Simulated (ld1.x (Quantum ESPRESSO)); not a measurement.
## Which setting gave this result? (B, TM)

Base potential:

* Element: B (Z = 5)
* Generator: ld1.x (Quantum ESPRESSO) 7.5
* Type: norm-conserving Troullier–Martins (Kleinman–Bylander form)
* Functional: LDA (PZ)
* Relativity: fully relativistic
* Frozen core: [He]
* Valence charge: 3
* Reference configuration: 2s2 2p1
* Partial waves: 2p (bound): rc 4.10 bohr; 3d channel at 0.45 Ry: rc 4.15 bohr; 2s (bound): rc 1.45 bohr
* Local potential: the s channel
* Core correction: none

Open shells are filled in proportion to 2j + 1 (rel_dist='average').

Cutoffs, loose and tight: the cutoffs (Ry, on a coarse ladder) from which the occupation-weighted sum of valence levels, in a spherical-Bessel basis at the reference potential, stays within 10 and 1 mRy of its value at 400 Ry. They do not see the model core or the augmentation charge, which bear on the density cutoff. Test errors are all-electron minus pseudo excitation energies from the reference, over the configurations 2s2 2p0; 2s1 2p0; 2s2 2p0.5; 2s1 2p2; 2s0 2p3; 2s2 2p1.3; 2s1 2p1; variants that change the core or the reference have their own tests.

Only the p radius is moved:

| p radius (bohr) | cutoff, loose | cutoff, tight | bound ghosts | largest test error (meV) | median size of the test errors |
| --- | --- | --- | --- | --- | --- |
| 2.62 | 21 Ry | 50 Ry | none | +221 | 9.3 meV |
| 3.62 | 21 Ry | 50 Ry | none | +523 | 68.1 meV |
| 4.7 | 21 Ry | 50 Ry | none | +1026 | 130.2 meV |
| 5.42 | 21 Ry | 50 Ry | none | +1469 | 166.9 meV |
| 5.84 | 21 Ry | 50 Ry | none | +1729 | 181.9 meV |

**Question.** One more run gave cutoff, loose: 21 Ry; cutoff, tight: 50 Ry; bound ghosts: none; largest test error (meV): +690; median size of the test errors: 91.5 meV. Which value of the p radius was used?

**Answer.** 4 bohr. The median size of the test errors moves one way along this sweep, from 9.3 meV at 2.62 to 181.9 meV at 5.84 bohr, which places the run between 3.62 and 4.7 bohr.
